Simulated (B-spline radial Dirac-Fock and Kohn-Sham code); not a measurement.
Core-level shifts of gadolinium with charge state

Model: Dirac-Fock (average of configuration) total-energy differences with a finite nucleus, the Breit interaction including its frequency dependence, and self-energy and vacuum-polarisation corrections. Program: a B-spline atomic structure program. Each ion is free and in its tabulated ground configuration. Correlation energy is missing from these numbers.

Reference: Gd²⁰⁺, [Kr] 4d8, with L1 8943.0 eV, L3 7804.5 eV, M1 2443.7 eV, N2 816.5 eV, N3 779.8 eV. Shifts from it, in eV (a dash: the subshell is empty, belongs to an open shell averaged over j, or its hole state is left out as unreliable):

```
  ion      configuration      L1      L3      M1      N2      N3
Gd²¹⁺           [Kr] 4d7   +51.4   +51.4   +47.7   +38.6   +38.0
Gd²²⁺           [Kr] 4d6  +103.9  +104.1   +96.4   +77.9   +76.6
Gd²³⁺           [Kr] 4d5  +157.6  +157.9  +146.0  +117.7  +115.8
Gd²⁴⁺           [Kr] 4d4  +212.5  +212.9  +196.5  +158.1  +155.5
Gd²⁵⁺           [Kr] 4d3  +268.5  +269.0  +247.9  +199.1  +195.9
Gd²⁶⁺           [Kr] 4d2  +325.7  +326.3  +300.3  +240.6  +236.8
Gd²⁷⁺           [Kr] 4d1  +384.0  +384.8  +353.5  +282.8  +278.2
Gd²⁸⁺  [Ar] 3d10 4s2 4p6  +443.5  +444.5  +407.7  +325.5  +320.3
Gd²⁹⁺  [Ar] 3d10 4s2 4p5  +504.1       –  +462.4       –       –
```

Values without a named source are computed, but for edge energies of neutral atoms, which are taken from tables.
